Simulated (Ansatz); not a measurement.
C3H2F3, SMILES C=C([C](F)F)F, multiplicity 2.

Geometry: B3LYP-D3(BJ)/def2-SVP. The isomer is the one that the SMILES or the coordinates give; other isomers of the formula were not compared. One conformer was computed; it need not be the lowest.

Two levels are set side by side: PBE/def2-TZVPD (Ansatz, an electronic-structure program) and PBE0/def2-TZVPD (Ansatz). Energy differences of separate SCF runs at the same geometry; the states with an electron removed or added have multiplicity 1 and 1. Differences are taken from unrounded values.

```json
[
 {"quantity": "vertical ionisation energy (eV)", "PBE0": "8.32"},
 {"quantity": "vertical electron affinity (eV)", "PBE0": "0.31"}
]
```

What does PBE give, and how far is it from PBE0? (The exact figures need the calculation; the answer reports its results.)


```json
[
 {"quantity": "vertical ionisation energy (eV)", "PBE": "8.04", "PBE minus PBE0": "-0.28"},
 {"quantity": "vertical electron affinity (eV)", "PBE": "0.34", "PBE minus PBE0": "0.03"}
]
```
